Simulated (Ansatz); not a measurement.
```yaml
crystal:
  periodic: [false, false, false]
  atoms:
    - {symbol: Cd, position_ang: [1.617177, 0.709507, 0.341353]}
    - {symbol: O, position_ang: [-1.286711, -0.204354, -0.552368]}
    - {symbol: O, position_ang: [-0.330466, -0.505153, 0.211015]}
basis:
  gaussian: {orbitals: def2-SVPD}
hamiltonian: {xc: {name: wB97M-V}}
scf: {omitted_lower_state_checks: [starts]}
```

```sh
$ ansatz run in.yaml --threads 4 --pin off --events-out ev --progress --plain --max-ram 3916MiB
```

It prints (some lines left out):

```
Functional definition: wB97M-V
  name "wB97M-V"
  cite "Mardirossian & Head-Gordon, J. Chem. Phys. 144, 214110 (2016) doi:10.1063/1.4952647"
  cite "Becke, J. Chem. Phys. 107, 8554 (1997) doi:10.1063/1.475007"
  cite "Vydrov & Van Voorhis, J. Chem. Phys. 133, 244103 (2010) doi:10.1063/1.3521275"
  # Of w^i u^j: cxij and so on, Table III.
  parameter omega = 0.3/bohr
  parameter cx = 0.15
  parameter cx01 = 1.007
  parameter cx10 = 0.259
  parameter css00 = 0.443
  parameter css04 = -1.437
  parameter css10 = -4.535
  parameter css20 = -3.390
  parameter css43 = 4.278
  parameter cos00 = 1.000
  parameter cos10 = 1.358
  parameter cos20 = 2.924
  parameter cos21 = -8.812
  parameter cos60 = -1.390
  parameter cos61 = 9.142
  parameter b = 6.0
  parameter c = 0.01
  gx(w, u) = 1 - cx + cx01*u + cx10*w
  gss(w, u) = css00 + css04*u^4 + css10*w + css20*w^2 + css43*w^4*u^3
  gos(w, u) = cos00 + cos10*w + (cos20 + cos21*u)*w^2 + (cos60 + cos61*u)*w^6
  exchange = spin_sum(e_x_unif_sr(omega)*gx(b97_w, b97_u_x)) + cx*exact_x_sr(omega) + exact_x_lr(omega)
  correlation = spin_sum(e_c_pw_mod_same_spin*gss(b97_w, b97_u_same))
      + integral(e_c_pw_mod_opposite_spin*gos(b97_w_opposite, b97_u_opposite)) + vv10(b, c)
these checks for a lower state are left out or cut short: starts
711 factors; their error is unknown
212 factors; integrals over basis functions are off by at most 2.9e-5 eV
mean field evaluation 1: about -8637.6736 eV, gradient 5.4e1 eV
mean field evaluation 2: about -8553.3204 eV, gradient 1.6e2 eV
mean field evaluation 4: about -8646.5120 eV, gradient 2.1e1 eV
mean field evaluation 8: about -8647.3185 eV, gradient 2.3e-1 eV
mean field evaluation 16: about -8647.3889 eV, gradient 9.0e-4 eV
mean field -8647.38892434 eV, -317.7856815588 hartree, gradient 2.0e-5 eV, S^2 0.000000; 0 other end points of the search recorded, 0 dependent functions left out
reference -8647.38896955 eV, -317.7856832201 hartree; 18, 18 occupied and 62, 62 virtual orbitals, 711 factors
Total energy: -8647.38896955 eV, -317.7856832201 hartree
Checks for a lower state left out: starts
```

Run time 6.5 s (4 threads of Arm Neoverse V1 on a shared host).

In the def2 sets Cd takes a core potential; there is no spin–orbit coupling. The restricted singlet is unstable towards broken spin symmetry at other levels; at RKS ωB97M-V/def2-SVPD this wasn't settled.
